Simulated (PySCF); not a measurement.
## Excitation energy of La²⁺ by level of theory

La²⁺ [Xe] 5d1 (2D) → La²⁺ [Xe] 6p1 (2P), as a difference of total energies. All numbers are calculated (PySCF 2.14, scalar relativity by spin-free X2C-1e, in ANO-RCC-VTZP (8s7p5d3f2g1h, 104 functions)). Correlated levels: valence: [Kr] 4d10 frozen; valence and next inner shell: [Ar] 3d10 frozen. The calculations carry no spin-orbit coupling.

```tsv
method	excitation energy (cm⁻¹)
UHF	40883
LDA	41465
PBE	41753
PBE0	42688
r2SCAN	43117
MP2 (valence)	42427
SCS-MP2 (valence)	42571
MP2 (valence and next inner shell)	41985
SCS-MP2 (valence and next inner shell)	42214
```

A first-order spin-orbit estimate (lowest level to lowest level, LS coupling) adds -0.039 eV.

The basis was made for the ground configuration and has no added diffuse functions, so the excitation energy can come out too high.
